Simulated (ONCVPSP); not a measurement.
## rhenium (Re): one change to an ONCV potential, before and after

```
Element                 : rhenium (Re)
Generator               : ONCVPSP 4.0.1
Type                    : optimised norm-conserving Vanderbilt (ONCV)
Functional              : PBE
Relativity              : fully relativistic
Frozen core             : [Kr] 4d10 4f14
Valence charge          : 15
Reference configuration : 5s2 5p6 5d5 6s1.5 (charge +0.5)
Partial waves           : 5s+6s: rc 1.85 bohr, ncon 4, nbas 8, qcut 7.2 1/bohr, 3 projectors, debl 0.8 Ha; 5p: rc 1.15 bohr, ncon 5, nbas 8, qcut 7.7 1/bohr, 2 projectors, debl 2.2 Ha; 5d: rc 2.40 bohr, ncon 4, nbas 8, qcut 5.5 1/bohr, 1 projector
Local potential         : polynomial inside 0.95 bohr (lpopt 5, dvloc0 6 Ha)
Core correction         : Teter function, fcfact 4.75, rcfact 1.35
```

Open shells are filled in proportion to 2j + 1.

Change: core correction Teter function, parameters optimised by the program.

Cutoffs: the cutoffs (Ha) at which the residual kinetic energy of the hardest occupied pseudo-wave falls to 1 and 0.1 mHa per electron; they do not see the model core or the augmentation charge, which bear on the density cutoff. Errors are all-electron minus pseudo energies relative to the spin-unpolarised reference configuration.

**Question.** How do hardness, ghosts and transferability respond?

**Answer.** The potential gets neither clearly harder nor softer (94 Ha and 132 Ha → 94 Ha and 132 Ha); of the 4 tests that both files solve, the error grows in 4 and shrinks in 0 by more than 15 % and 0.3 meV (median size 1.4 → 83.8 meV); neither file shows a bound ghost. A model core, the more so a compact one, raises the density cutoff, which this test does not measure.

```tsv
quantity	base	changed
cutoff, loose	94 Ha	94 Ha
cutoff, tight	132 Ha	132 Ha
bound ghosts	none	none
GHOST(+) flags under 300 eV	s at 190.7 eV, p3/2 at 243.3 eV	s at 190.7 eV, p3/2 at 243.3 eV
error for 5s2 5p6 5d5 6s2, meV [ΔE -3.78 eV]	-0.1	-6.4
error for 5s2 5p6 5d5 6s1, meV [ΔE 5.47 eV]	-0.1	-11
error for 5s2 5p6 5d5 6s0, meV [ΔE 21.80 eV]	-2.7	-157
error for 5s2 5p6 5d4 6s0, meV [ΔE 48.91 eV]	-3.9	-408
s: phases at 1.88 bohr within 0.05 rad from the reference energy up to (Ha; the scan ends near 5)	to the end of the scan	to the end of the scan
p3/2: phases at 1.17 bohr within 0.05 rad from the reference energy up to (Ha; the scan ends near 5)	to the end of the scan	to the end of the scan
p1/2: phases at 1.17 bohr within 0.05 rad from the reference energy up to (Ha; the scan ends near 5)	to the end of the scan	to the end of the scan
d5/2: phases at 2.43 bohr within 0.05 rad from the reference energy up to (Ha; the scan ends near 5)	1.1	1.1
d3/2: phases at 2.43 bohr within 0.05 rad from the reference energy up to (Ha; the scan ends near 5)	1.0	1.0
rms error of d²Exc/dni dnj with the model core, mHa	3.31	1.19
```
